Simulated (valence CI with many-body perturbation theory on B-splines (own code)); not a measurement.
Ta⁶⁷⁺: key properties

Calculated by relativistic CI+MBPT: four valence electrons over a frozen Dirac-Fock core [He], a basis of 11 s, 11 p, 9 d, 7 f, 5 g, 2 h, 1 i functions for each j, with the one-electron correlation potential Σ1 (screened to all orders), the two-electron term Σ2, the three-electron term Σ3, Breit, model QED; selected single and double excitations, second order for the rest (own B-spline code, finite nucleus).

The last digits are not significant, and no measured levels were compared; by estimate large intervals hold to a few tenths of a per cent, small ones and those within an open d or f shell to about a per cent. Among the levels kept, up to 270 cm⁻¹ of a level comes from second order outside the variational space, and about a tenth of that is noise between levels of different J, which matters for small intervals.

Levels are named by their leading jj configuration (3d3/2^4 stands for four electrons in 3d with j = 3/2), which in mixed levels can hold well under half, so a name can repeat and another be missing.

Rates and lifetimes use the calculated energies. Strong lines usually hold to 10 to 20 %, long lifetimes can be off by a factor of two.

**Question.** What is the ground level?

**Answer.** (2s^2 2p1/2^2) J=0, composition 68 % 2s²2p² ³P + 32 % 2s²2p² ¹S.

**Question.** How well does LS coupling describe the low levels?

**Answer.** Among the lowest 20 levels the leading LS term, summed over configurations, holds 67 % on average. For single configurations the figures are 67 % in LS and 100 % in jj coupling. Terms mix most in the J = 1 level at 125.47 Ry, where the leading one holds 31 %.

**Question.** What are the static dipole polarisabilities of the lowest levels?

**Answer.** (2s^2 2p1/2^2) J=0 8.21e-05 bohr³, of which the core gives 2.33e-07.

**Question.** Name the longest-lived excited levels whose lifetime is computed, and their main decay.

**Answer.** (2s^2 2p1/2 2p3/2) J=2 at 98.72 Ry lives 14.1 ns, mostly by E2 to (2s^2 2p1/2^2) J=0; (2s^2 2p1/2 2p3/2) J=1 at 97.39 Ry lives 69.8 ps, mostly by M1 to (2s^2 2p1/2^2) J=0; (2s 2p1/2^2 2p3/2) J=2 at 119.10 Ry lives 31.2 ps, mostly by E1 to (2s^2 2p1/2 2p3/2) J=1.

**Question.** What is the ionisation energy?

**Answer.** 17845 eV; NIST lists 17840 ± 40 eV (theoretical).
